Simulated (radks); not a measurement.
The numbers below are computed, except where a source is named.
Task: C0.3+, configuration [He] 2s2 2p1.7 (fractional occupations, a model configuration). Level of theory: non-relativistic Kohn-Sham, PBE, spin-unpolarised, spherical densities, point nucleus (a radial shooting solver on a logarithmic mesh with Libxc functionals). Some entries of the table are withheld. Estimate them.

orbital  occ.  eigenvalue (hartree)  <1/r> (bohr^-1)  <r^2> (bohr^2)
1s          2             -10.18613              (1)         0.09936
2s          2                   (2)           0.9375             (3)
2p        1.7              -0.31019           0.8022           3.690

Result: 
(1) 1s <1/r> (bohr^-1): 5.643
(2) 2s eigenvalue (hartree): -0.62527
(3) 2s <r^2> (bohr^2): 2.858
